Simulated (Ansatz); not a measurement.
Relaxation of the cluster SnGe₆ with RKS PBE-D4/def2-SVP.

```sh
$ ansatz run in.yaml --threads 4 --pin off --events-out ev --progress --plain --max-ram 4787MiB
```

```yaml
crystal:
  periodic: [false, false, false]
  atoms:
    - {symbol: Sn, position_ang: [0.757450, -0.379570, 2.202550]}
    - {symbol: Ge, position_ang: [1.499960, -1.672620, -0.122920]}
    - {symbol: Ge, position_ang: [0.975400, 0.904260, -0.206310]}
    - {symbol: Ge, position_ang: [-1.097160, 1.462190, 1.310970]}
    - {symbol: Ge, position_ang: [-0.993090, -0.895640, 0.153960]}
    - {symbol: Ge, position_ang: [0.219200, -0.659090, -2.103800]}
    - {symbol: Ge, position_ang: [-1.361760, 1.240480, -1.234430]}
basis:
  gaussian: {orbitals: def2-SVP}
hamiltonian: {xc: pbe, dispersion: d4}
scf: {lower_state_search: "off"}
output: {orbitals: {seedname: orbitals}}
relax: {f_tol: 0.02, max_steps: 100}
```

It took 25 s on 4 threads of Arm Neoverse V1 on a shared host.

Positions (Å) and forces (eV/Å) at steps 1, 2, 3, 4, 5 of 5:

```xyz
7
step=1 energy=-344853.3131 eV
Sn    0.757   -0.380    2.203    0.484   -0.257    1.433
Ge    1.500   -1.673   -0.123    0.502   -0.551   -0.076
Ge    0.975    0.904   -0.206    0.794    0.719   -0.134
Ge   -1.097    1.462    1.311   -0.385    0.502    0.404
Ge   -0.993   -0.896    0.154   -0.784   -0.718    0.176
Ge    0.219   -0.659   -2.104   -0.004   -0.216   -1.081
Ge   -1.362    1.240   -1.234   -0.606    0.522   -0.722
7
step=2 energy=-344853.5475 eV
Sn    0.819   -0.412    2.386   -0.248    0.121   -0.714
Ge    1.526   -1.703   -0.145   -0.027    0.074    0.181
Ge    1.005    0.937   -0.224    0.099   -0.046    0.282
Ge   -1.127    1.497    1.319    0.127   -0.118    0.092
Ge   -1.031   -0.924    0.150    0.092   -0.050    0.284
Ge    0.211   -0.668   -2.188    0.013   -0.036   -0.085
Ge   -1.404    1.274   -1.298   -0.056    0.055   -0.040
7
step=3 energy=-344853.5750 eV
Sn    0.785   -0.398    2.293    0.108   -0.055    0.314
Ge    1.530   -1.700   -0.127    0.046   -0.065   -0.076
Ge    1.022    0.943   -0.207   -0.081   -0.047   -0.045
Ge   -1.117    1.490    1.333   -0.075    0.080   -0.009
Ge   -1.034   -0.937    0.172    0.042    0.066   -0.068
Ge    0.215   -0.673   -2.177   -0.026    0.016   -0.055
Ge   -1.401    1.274   -1.286   -0.015    0.004   -0.061
7
step=4 energy=-344853.5824 eV
Sn    0.796   -0.403    2.323    0.000   -0.001    0.002
Ge    1.533   -1.705   -0.134   -0.015    0.015   -0.016
Ge    1.011    0.933   -0.205    0.045    0.040   -0.006
Ge   -1.123    1.496    1.331    0.001   -0.006   -0.026
Ge   -1.023   -0.926    0.169   -0.044   -0.041    0.011
Ge    0.212   -0.672   -2.188   -0.014    0.020    0.028
Ge   -1.405    1.276   -1.296    0.025   -0.026    0.007
7
step=5 energy=-344853.5830 eV
Sn    0.796   -0.403    2.322    0.001    0.000    0.002
Ge    1.531   -1.704   -0.138   -0.002    0.004    0.007
Ge    1.015    0.935   -0.203    0.007    0.003    0.006
Ge   -1.124    1.497    1.327    0.006   -0.006    0.003
Ge   -1.026   -0.930    0.172   -0.002   -0.006    0.008
Ge    0.209   -0.669   -2.184    0.000   -0.003   -0.015
Ge   -1.401    1.273   -1.296   -0.008    0.007   -0.010
```

In the def2 sets Sn takes a core potential; there is no spin–orbit coupling. The structure comes from a short search, and lower isomers may exist.
